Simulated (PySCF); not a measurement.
W(S)2(Cl)(NH2) (ClH2NS2W), SMILES [NH2][W]([Cl])(=[S])=[S], multiplicity 1. Geometry optimised at PBE0-D3(BJ)/def2-SVP. The multiplicity is an assumed one; no other spin state was optimised. The structure was generated by enumeration; whether it is a known compound was not checked. The def2 effective core potentials stand for the cores of W; spin–orbit coupling is left out. One conformer was computed; it need not be the lowest.

Level of theory: PBE0-D3(BJ)/def2-SVP in PySCF 2.14.0.

Harmonic wavenumbers (cm⁻¹): 136, 136, 174, 182, 209, 383, 401, 557, 557, 560, 672, 733, 1500, 3569, 3675. Rotational constants (GHz): 1.667, 1.500, 1.179; symmetry number 1.

Work out the zero-point energy and the ideal-gas rigid-rotor harmonic-oscillator thermochemistry at 298.15 K and 1 atm.

ZPE = ½ Σ hcν = ½ × 13443 cm⁻¹ = 19.22 kcal/mol. H − E(el) = 24.41 kcal/mol. Entropy in cal/(mol K): translation 42.99, rotation 29.08, vibration 16.67, total 88.74. G − E(el) = -2.05 kcal/mol. Cp = 25.42 cal/(mol K). Modes under 150 cm⁻¹ make the vibrational entropy uncertain.
